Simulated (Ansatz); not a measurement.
# Ligand exchange: GeH2(CH3)I + Sn(SH)2 → GeH3I + CH4S2Sn

Species: GeH2(CH3)I, singlet; Sn(SH)2, singlet; GeH3I `[GeH3][I]`, singlet; CH4S2Sn `C[S][Sn][SH]`, singlet. The partners trade CH3 for H: Ge–CH3 and S–H bonds give way to Ge–H and S–CH3.

Shapes, held fixed at every level: PBE0-D4/def2-TZVP. Flexible molecules stand in one conformer, not always the lowest. Programs: Ansatz 0.2.0. The zero-point and thermal change to 298 K, harmonic and unscaled (PBE0-D4/def2-TZVP), is +1.5 kJ/mol.

```json
{"level": "HF/def2-SVP", "kind": "Hartree–Fock", "ΔH(298 K) (kJ/mol)": "+59.0", "less CCSD(T)/def2-TZVPP": "+2.2"}
{"level": "HF/def2-TZVPP", "kind": "Hartree–Fock", "ΔH(298 K) (kJ/mol)": "+58.7", "less CCSD(T)/def2-TZVPP": "+1.9"}
{"level": "r2SCAN-D4/def2-TZVPP", "kind": "meta-GGA", "ΔH(298 K) (kJ/mol)": "+52.1", "less CCSD(T)/def2-TZVPP": "-4.7"}
{"level": "MP2/def2-SVP", "kind": "perturbation theory", "ΔH(298 K) (kJ/mol)": "+53.3", "less CCSD(T)/def2-TZVPP": "-3.5"}
{"level": "CCSD(T)/def2-SVP", "kind": "coupled cluster or CI", "ΔH(298 K) (kJ/mol)": "+51.2", "less CCSD(T)/def2-TZVPP": "-5.6"}
{"level": "CCSD/def2-TZVPP", "kind": "coupled cluster or CI", "ΔH(298 K) (kJ/mol)": "+59.0", "less CCSD(T)/def2-TZVPP": "+2.2"}
{"level": "CCSD(T)/def2-TZVPP", "kind": "coupled cluster or CI", "ΔH(298 K) (kJ/mol)": "+56.8", "less CCSD(T)/def2-TZVPP": "0.0"}
```

The highest level, CCSD(T)/def2-TZVPP, gives ΔH(298 K) = +56.8 kJ/mol; the levels span +51.2 to +59.0. The column of differences is taken from that level and isn't an error. No measured value is set beside it here. For atoms past krypton def2 sets carry core potentials with scalar relativity. Relativity is left out for Ge unless named. Correlated rows may include outer-core shells of Ge, I, Sn, which these sets cover unevenly.
